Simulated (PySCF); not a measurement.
H3ISiSn, SMILES [SiH3][Sn][I] (connectivity only; charge and spin as stated), neutral, multiplicity 1.

Geometry optimised at B3LYP-D3(BJ)/def2-SVP. The def2 effective core potentials stand for the cores of I, Sn; spin–orbit coupling is left out.

Computed with PySCF 2.14.0 with TDA-LC-ωPBE/def2-SVPD.

Vertical excitations. Isolated molecule, no solvent. State labels are in the subgroup Cs.

### Question
Give excitation energies, oscillator strengths and character. (An estimate is asked for; the answer gives what the named calculation found.)

### Answer

```
state  symmetry  energy (eV)  λ (nm)      f                                                                 main pairs
-----  --------  -----------  ------  -----  -------------------------------------------------------------------------
S1           A"         2.05     606  0.004                                                             HOMO→LUMO 95 %
S2           A"         3.95     314  0.007                                                           HOMO−2→LUMO 85 %
S3           A'         4.10     302  0.012                                                           HOMO→LUMO+1 84 %
S4           A"         4.26     291  0.001                                                           HOMO−3→LUMO 85 %
S5           A'         4.35     285  0.045                                                           HOMO−1→LUMO 79 %
S6           A"         5.47     227  0.005                                                         HOMO−1→LUMO+1 92 %
S7           A'         5.69     218  0.043                                     HOMO−2→LUMO+1 65 %, HOMO−3→LUMO+1 20 %
S8           A'         5.94     209  0.445                                                           HOMO→LUMO+2 82 %
S9           A'         6.51     191  0.167                                         HOMO→LUMO+3 58 %, HOMO→LUMO+4 28 %
S10          A'         6.75     184  0.353  HOMO−3→LUMO+1 40 %, HOMO→LUMO+8 17 %, HOMO−2→LUMO+1 12 %, HOMO→LUMO+3 9 %
T1           A"         1.21    1028      0                                                             HOMO→LUMO 90 %
T2           A"         3.40     365      0                                         HOMO−2→LUMO 51 %, HOMO−3→LUMO 41 %
T3           A'         3.40     365      0                                                           HOMO→LUMO+1 90 %
T4           A'         3.68     337      0                                                           HOMO−1→LUMO 96 %
```
Triplets are in the Tamm–Dancoff approximation.
